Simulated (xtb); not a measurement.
BiHCl₂, SMILES [Cl][BiH][Cl]. All values are semi-empirical tight-binding results from xtb (GFN2-xTB unless named), good for trends rather than for accurate numbers. The structure is a stationary point at GFN2-xTB.

For metal compounds this method's bond lengths and energies can be far off.

```
Property                                       Result
-------------------------------------  --------------
point group as xtb finds it                        Cs
orbital gap                                   5.10 eV
zero-point energy                        5.1 kcal/mol
G − E(el) at 298.15 K (modified RRHO)  -14.6 kcal/mol
```
